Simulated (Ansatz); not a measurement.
Frontier orbitals of `C[N](C)[Zr]([OH])([N](C)C)[N](C)C`.

Cartesian coordinates in Å:
```
C 0.431 0.153 3.009
N -0.297 -0.311 1.853
C -1.183 -1.401 2.160
Zr -0.025 0.725 0.113
O -0.098 2.657 0.397
N 1.763 0.096 -0.651
C 2.690 -0.906 -0.200
C 2.243 0.816 -1.805
N -1.469 0.096 -1.192
C -2.791 0.651 -1.038
C -1.368 -0.779 -2.330
H 1.074 -0.635 3.431
H 1.083 0.997 2.752
H -0.240 0.495 3.812
H -1.728 -1.714 1.267
H -0.634 -2.275 2.543
H -1.922 -1.125 2.929
H 0.018 3.597 0.481
H 2.879 -1.664 -0.976
H 2.297 -1.420 0.680
H 3.666 -0.472 0.068
H 1.523 1.582 -2.120
H 2.400 0.151 -2.668
H 3.197 1.330 -1.608
H -2.834 1.332 -0.180
H -3.546 -0.132 -0.869
H -3.104 1.225 -1.923
H -1.624 -0.263 -3.269
H -2.048 -1.640 -2.242
H -0.351 -1.167 -2.426
```

Charge 0, multiplicity 1. Correlated methods include outer-core shells of Zr, which these sets cover unevenly. Zr: def2 effective core potential. All single points use the PBE0-D4/def2-TZVP geometry. It is one conformer, not always the lowest. Basis def2-TZVPP, the Gaussian-basis code of Ansatz.

| functional | HOMO (eV) | LUMO (eV) | gap (eV) |
| --- | --- | --- | --- |
| PBE | -4.65 | -0.53 | 4.12 |
| r2SCAN | -4.85 | -0.24 | 4.61 |
| PBE0 | -5.87 | 0.15 | 6.02 |
| B3LYP | -5.67 | -0.10 | 5.57 |
| r2SCANh | -5.32 | 0.07 | 5.39 |
| BHLYP | -7.05 | 0.65 | 7.70 |
| CAM-B3LYP | -7.21 | 0.79 | 8.00 |
| ωB97M-V | -8.14 | 1.08 | 9.22 |

From PBE to PBE0 the HOMO moves by −1.22 eV and the LUMO by +0.69 eV, and with ωB97M-V by −3.50 and +1.61 eV, so the gap grows from 4.12 to 9.22 eV with exact exchange. A positive LUMO is unbound and depends on the basis.

B3LYP here is the variant with VWN-RPA as its local correlation; programs differ in this.
